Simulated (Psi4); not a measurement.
C3H9B3O3, charge -1, doublet, at a GFN2-xTB geometry (a state made from the parent by changing its charge; the spin is typed, not shown lowest) (a gas-phase anion, which may not be bound at this level).

Input for Psi4:
```
memory 2 GB

molecule {
-1 2
C    -1.88263187   -2.25884204   -0.38435433
B    -0.90379848   -0.99872182   -0.09120778
O     0.47599836   -1.28150983   -0.06345170
B     1.33020729   -0.18054923    0.14340972
C     2.92066292   -0.49970419    0.12009244
O     0.88834620    1.03540238    0.38276883
B    -0.55303012    1.36862306    0.49315428
C    -0.95757719    2.71596764   -0.35332957
O    -1.39561160    0.19893558    0.14290532
H    -1.64898138   -2.72119801   -1.34237772
H    -2.92745075   -1.95594686   -0.40064314
H    -1.76618271   -3.02849623    0.37815295
H     3.21769911   -0.93884606   -0.83127412
H     3.18616817   -1.21476873    0.89825374
H     3.50985185    0.40162291    0.27540875
H    -2.00870109    2.97697420   -0.21890442
H    -0.36453224    3.57912747   -0.04623218
H    -0.79735130    2.58761777   -1.43139583
}

set {
  basis 6-31+g*
  reference uhf
  freeze_core true
}

energy('mp2')
print_variables()
```

**Question.** Estimate the MP2 correlation energy that MP2/6-31+G* in Psi4 returns for this input.

**Answer.** -1.1656 Eh

**Question.** Give the SCF-reference <S^2> at the level MP2/6-31+G*.

**Answer.** 0.754

**Question.** What total energy does MP2/6-31+G* give?

**Answer.** -11400.5313 eV

**Question.** What is the computed number of basis functions (MP2/6-31+G*)?

**Answer.** 189

**Question.** What is the computed nuclear repulsion energy (MP2/6-31+G*)?

**Answer.** 409.9253 Eh

A gas-phase anion may not be bound at this level; its values then depend on the basis.

These values belong to the state on which the SCF converged, which isn't shown to be the lowest.

**Question.** Roughly what does it cost on one core?

**Answer.** around 17 core-seconds (rough).
